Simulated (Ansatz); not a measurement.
A made-up structure of CH$_{4}$OTe, singlet:

```tsv
atom	x (Å)	y (Å)	z (Å)
C1	-0.3647	0.5765	-0.2013
O2	-0.6785	-0.4090	0.6496
Te3	0.2329	-1.7466	0.0816
H4	-0.5248	0.2577	-1.3221
H5	0.6760	1.1120	-0.1237
H6	-1.0337	1.1790	0.2019
H7	1.6928	-0.9698	0.7140
```

It is relaxed with PBE-D4/def2-SVP and then PBE0-D4/def2-TZVP (Ansatz 0.2.0). Atoms count as bonded within 1.22 times the sum of their covalent radii (H–H: 0.88 Å). The end point is not checked to be a true minimum.

Problem. Does its bonding change? (Judge from chemistry; the calculation decides.)

Solution. By the calculation: Yes. Formed: none; broken: C1–Te3.

Where it ends: The first stage lowers the energy by 3.10 eV in 8 steps. It ends as CH₄OTe ([CH3][O][TeH]):
C1  (-0.461, 0.707, -0.242)
O2  (-0.607, -0.409, 0.612)
Te3  (0.477, -1.985, 0.195)
H4  (-0.637, 0.450, -1.293)
H5  (0.536, 1.157, -0.156)
H6  (-1.206, 1.442, 0.073)
H7  (1.897, -1.361, 0.812)
(Å)

Labels in which every atom is bracketed show which atoms are joined, not bond orders.

For scale, one of the runs: PBE0-D4/def2-TZVP relaxation, 136 basis functions, launched by `ansatz run in.yaml --threads 2 --pin off --events-out ev --progress --plain --max-ram 4352MiB`. The run took about 19 s on 2 CPU threads of an Arm Neoverse V1 (shared host).
